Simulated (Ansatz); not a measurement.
Z-matrix (Å, degrees):
```
C
O 1 1.429
H 1 1.091 2 110.8
H 1 1.087 2 105.6 3 -118.8
H 1 1.091 2 110.8 3 122.3
C 2 1.348 1 116.4 3 -61.4
F 6 1.373 2 110.7 1 57.4
F 6 1.373 2 110.7 1 -57.5
Si 6 1.926 2 110.2 1 180.0
H 9 1.481 6 108.1 2 60.1
H 9 1.481 6 107.5 2 179.9
H 9 1.481 6 108.1 2 -60.2
```

Total charge 0; spin multiplicity 1.

Question: List the PBE0/def2-TZVPP orbital energies in eV (the Gaussian-basis code of Ansatz). (An estimate is asked.)

Answer: The calculation gave: Occupied: -1802.85, -674.29, -674.29, -523.82, -283.49, -279.66, -145.23, -99.89, -99.87, -99.87, -35.26, -33.42, -30.11, -21.01, -18.24, -16.39, -15.75, -15.64, -13.93, -13.24, -12.88, -12.28, -11.90, -11.43, -10.34, -10.11, -10.01, -9.12, -8.98. Lowest empty: 0.45, 1.08, 1.10, 1.72, 1.87, 2.79, 2.86, 3.17.
